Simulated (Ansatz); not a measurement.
One change: `BF` becomes `FBBr`.

Ansatz, PBE0-D4/def2-TZVP geometries, multiplicity 1. 

Scalar relativity is left out up to krypton.

```json
{"property": "LUMO energy (PBE/def2-TZVPP) / eV", "`BF`": "-2.22"}
{"property": "LUMO energy (ωB97M-V/def2-TZVPP) / eV", "`BF`": "0.78"}
{"property": "HOMO–LUMO gap (B3LYP/def2-TZVPP) / eV", "`BF`": "7.69"}
{"property": "zero-point energy (PBE0-D4/def2-TZVP) / kJ/mol", "`BF`": "59.2"}
{"property": "size of the dipole moment (ωB97M-V/def2-TZVPP) / D", "`BF`": "0.71"}
{"property": "HOMO–LUMO gap (PBE0/def2-TZVPP) / eV", "`BF`": "8.16"}
```

(1) Give the same properties after the change, and the shifts. (Best estimate.)

Answers

(1) Ansatz gave: 
```tsv
property	`FBBr`	shift
LUMO energy (PBE/def2-TZVPP) / eV	-2.26	-0.04
LUMO energy (ωB97M-V/def2-TZVPP) / eV	0.77	-0.01
HOMO–LUMO gap (B3LYP/def2-TZVPP) / eV	7.00	-0.69
zero-point energy (PBE0-D4/def2-TZVP) / kJ/mol	41.6	-17.6
size of the dipole moment (ωB97M-V/def2-TZVPP) / D	0.71	0.00
HOMO–LUMO gap (PBE0/def2-TZVPP) / eV	7.50	-0.66
```

With PBE0 the HOMO rises by 0.54 eV and the LUMO falls by 0.11 eV, so the gap narrows by about 0.65 eV. PBE moves the HOMO by 0.28 eV and ωB97M-V by 0.68 eV. Dipoles are sizes alone; their direction can turn.

B3LYP here is the variant with VWN-RPA as its local correlation; programs differ in this.

Spin–orbit coupling is left out; it splits and shifts lone-pair levels of the heavy atoms by tenths of an eV.
